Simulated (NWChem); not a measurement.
Species: C₄H₇Cl; SMILES C=CCCCl

```xyz
12

C      0.2534     2.8999     0.3577
C     -0.2798     1.8744    -0.3076
C      0.3262     0.5087    -0.4149
C     -0.5607    -0.5490     0.2220
Cl     0.1241    -2.1892     0.0213
H     -0.2407     3.8743     0.3972
H      1.2105     2.8055     0.8818
H     -1.2413     2.0177    -0.8183
H      0.4737     0.2428    -1.4761
H      1.3188     0.4879     0.0619
H     -1.5620    -0.5623    -0.2323
H     -0.6750    -0.3747     1.3009
```
Atoms are numbered in this order, from 1.

Results from NWChem. Pople sets run with spherical d functions. Coordinates come from a PBE0/def2-SVP optimisation. Not confirmed as a minimum by frequencies. B3LYP is NWChem's, with the RPA form of VWN correlation. GIAO values for the isolated, static molecule; σ is the absolute isotropic shielding, δ = σ(reference) − σ with the isolated reference molecule computed at the same levels (13C: tetramethylsilane, 1H: tetramethylsilane).

Estimate the computed values for B3LYP/6-311G**. Quantities: δ C2 (ppm); δ C3 (ppm); σ Cl5 (ppm); δ H8 (ppm); δ H10 (ppm); δ H11 (ppm); δ H12 (ppm).

δ C2 (ppm): 142.0
δ C3 (ppm): 44.8
σ Cl5 (ppm): 839.0
δ H8 (ppm): 5.88
δ H10 (ppm): 2.30
δ H11 (ppm): 3.25
δ H12 (ppm): 3.09
